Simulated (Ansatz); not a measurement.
Reaction (formal exchange of groups at the Si–C bond): `C[SiH2][SiH](C)Cl` + `[AlH3]` → `C[SiH2][SiH]([AlH2])Cl` + CH₄

Calculated with Ansatz (gas phase, PBE0-D4/def2-TZVP geometries, no zero-point term in ΔE). CBS: MP2 limit from def2 TZ/QZ plus the TZ coupled-cluster correction, frozen cores. This one scheme is used for every species. Functionals use def2-TZVPP. B3LYP here is the variant with VWN-RPA as its local correlation; programs differ in this. Each species was taken in one conformer, which may not be the lowest.

`C[SiH2][SiH](C)Cl`:

Cartesian coordinates in Å:
```
C 0.950 -2.194 -0.864
Si 1.100 -0.402 -0.339
Si -1.001 0.510 0.145
C -0.937 2.212 0.902
Cl -1.912 -0.783 1.495
H 0.454 -2.776 -0.084
H 1.935 -2.630 -1.046
H 0.362 -2.281 -1.780
H 1.742 0.413 -1.412
H 1.947 -0.278 0.882
H -1.875 0.521 -1.060
H -0.491 2.919 0.196
H -0.334 2.209 1.812
H -1.941 2.561 1.152
```

`[AlH3]`:

Cartesian coordinates in Å:
```
Al 0.000 0.000 0.000
H 0.077 0.507 1.501
H -1.219 0.427 -0.920
H 1.142 -0.935 -0.580
```

`C[SiH2][SiH]([AlH2])Cl`:

Cartesian coordinates in Å:
```
C 1.406 0.351 1.540
Si -0.251 1.006 0.950
Si -0.605 0.404 -1.289
Al -0.753 -2.023 -1.617
Cl -2.335 1.351 -1.960
H 1.571 0.612 2.588
H 2.223 0.776 0.952
H 1.454 -0.737 1.450
H -0.313 2.489 1.082
H -1.355 0.430 1.770
H 0.527 0.966 -2.088
H -2.026 -2.704 -2.273
H 0.458 -2.920 -1.106
```

CH₄:

Cartesian coordinates in Å:
```
C 0.000 0.000 0.000
H 0.185 -1.051 -0.218
H -0.846 0.086 0.681
H -0.224 0.529 -0.926
H 0.885 0.436 0.463
```

Is it downhill or uphill in electronic energy at CCSD(T)/CBS, and by how much? (Best estimate.)

Computed: Downhill: ΔE = -9.5 kJ/mol.

What do these levels give: r2SCAN-D4, PBE0-D4, B3LYP-D4, ωB97X-V, B3LYP, SCS-MP2/def2-TZVPP, CCSD/def2-TZVPP, HF/def2-QZVPP, SCS-MP2/def2-QZVPP, HF/CBS(def2), MP2/CBS(def2), CCSD/CBS(def2)? (Best estimate.)

Computed: r2SCAN-D4 -13.7, PBE0-D4 -18.2, B3LYP-D4 -10.9, ωB97X-V -6.6, B3LYP -12.1, SCS-MP2/def2-TZVPP -2.4, CCSD/def2-TZVPP -7.7, HF/def2-QZVPP -0.4, SCS-MP2/def2-QZVPP -2.3, HF/CBS(def2) -0.3, MP2/CBS(def2) -3.2, CCSD/CBS(def2) -8.0 kJ/mol.

Largest T1 diagnostic among the species: 0.011.

From PBE to PBE0 (25 % exact exchange), in def2-TZVPP and without D4, ΔE moves by +4.7 kJ/mol.
